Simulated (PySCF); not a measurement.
Start geometry of InCl2F, `[F][In]([Cl])[Cl]` from GFN2-xTB (Å):
```
atom  x, y, z in Å
In1    0.073   -0.057    0.017
Cl2    2.269   -0.247    0.007
Cl3   -1.360    1.888   -0.044
F4    -0.898   -1.674   -0.010
```

Problem. What comes out of this run: PySCF 2.14.0, PBE0-D3(BJ)/def2-SVP geometry optimisation, gas phase, def2 core potentials past Kr?

Solution. 
```
atom  x, y, z in Å
In1   -0.013   -0.097   -0.002
Cl2    2.285    0.094    0.180
Cl3   -1.349    1.762   -0.325
F4    -0.839   -1.849    0.117
```

The energy falls by 0.244 eV over 14 energy and gradient evaluations, the largest force component goes from 0.0452 to 4.2e-04 Eh/bohr, and the atoms move by 0.134 Å rms after alignment. The bond that changes most is In1–Cl2 (ends: indium bonded to 2 Cl and F; chlorine bonded to In), which lengthens by 0.108 Å. Bonds longer at the end by more than 0.005 Å: 2 of 3; shorter: 1. Among the angles that change most is Cl2–In1–Cl3, from 131.3° to 121.3°. Rotational constants go from 4013, 1626, 1157 to 3310, 1779, 1157 MHz. The orientation of the end geometry is arbitrary; only internal coordinates are fixed.

The run used 76 basis functions and 85 SCF cycles in all. The run took 32 s on Arm Neoverse V1, one thread, shared host with 64 logical CPUs at a one-minute load of 12, and the process peaked at 0.30 GiB of memory.

Not checked by PBE0-D3(BJ)/def2-SVP frequencies.
